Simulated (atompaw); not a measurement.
An all-electron radial function and its pseudo partner (zinc)

Columns: radius, all-electron u(r) and pseudo u(r) of the 3s shell (level -130.84 eV) of zinc in the configuration [Ne] 3s2 3p6 3d10 4s1 4p1; LDA (PW92), scalar-relativistic, PAW (atompaw) scheme, atompaw 4.2.0.5.

```json
{"r (bohr)": "0.042", "all-electron": "0.3099", "pseudo": "0.1901"}
{"r (bohr)": "0.085", "all-electron": "-0.2734", "pseudo": "0.3810"}
{"r (bohr)": "0.127", "all-electron": "-0.6566", "pseudo": "0.5599"}
{"r (bohr)": "0.169", "all-electron": "-0.7108", "pseudo": "0.7282"}
{"r (bohr)": "0.212", "all-electron": "-0.5155", "pseudo": "0.8861"}
{"r (bohr)": "0.254", "all-electron": "-0.1961", "pseudo": "1.0238"}
{"r (bohr)": "0.296", "all-electron": "0.1605", "pseudo": "1.1429"}
{"r (bohr)": "0.338", "all-electron": "0.4978", "pseudo": "1.2419"}
{"r (bohr)": "0.381", "all-electron": "0.7916", "pseudo": "1.3212"}
{"r (bohr)": "0.423", "all-electron": "1.0158", "pseudo": "1.3768"}
{"r (bohr)": "0.465", "all-electron": "1.1773", "pseudo": "1.4111"}
{"r (bohr)": "0.508", "all-electron": "1.2831", "pseudo": "1.4247"}
{"r (bohr)": "0.550", "all-electron": "1.3371", "pseudo": "1.4188"}
{"r (bohr)": "0.592", "all-electron": "1.3515", "pseudo": "1.3953"}
{"r (bohr)": "0.635", "all-electron": "1.3342", "pseudo": "1.3555"}
{"r (bohr)": "0.677", "all-electron": "1.2943", "pseudo": "1.3037"}
{"r (bohr)": "0.719", "all-electron": "1.2382", "pseudo": "1.2418"}
{"r (bohr)": "0.762", "all-electron": "1.1696", "pseudo": "1.1708"}
{"r (bohr)": "0.804", "all-electron": "1.0961", "pseudo": "1.0964"}
{"r (bohr)": "0.846", "all-electron": "1.0196", "pseudo": "1.0196"}
{"r (bohr)": "0.888", "all-electron": "0.9423", "pseudo": "0.9423"}
{"r (bohr)": "0.931", "all-electron": "0.8645", "pseudo": "0.8645"}
{"r (bohr)": "0.973", "all-electron": "0.7911", "pseudo": "0.7911"}
{"r (bohr)": "1.015", "all-electron": "0.7212", "pseudo": "0.7212"}
{"r (bohr)": "1.058", "all-electron": "0.6536", "pseudo": "0.6536"}
{"r (bohr)": "1.100", "all-electron": "0.5920", "pseudo": "0.5920"}
```

Q: How many radial nodes do the two functions have?

A: The all-electron 3s function has n − l − 1 = 2; the pseudo-wave has 0, since the states of the same l below it are removed with the core.

Q: At about which radius was the pseudo-wave matched?

A: 0.95 bohr. The columns agree to 0.0005 from 0.80 bohr on; several derivatives are matched, so the curves merge somewhat inside the radius.

Q: Where does each function peak?

A: Outermost all-electron maximum near 0.59 bohr, pseudo maximum near 0.51 bohr (to the table’s step).

Q: Is the pseudo-wave norm-conserving?

A: No, it belongs to a PAW set: the norm inside the radius is not constrained, and the difference is carried by the augmentation charge.
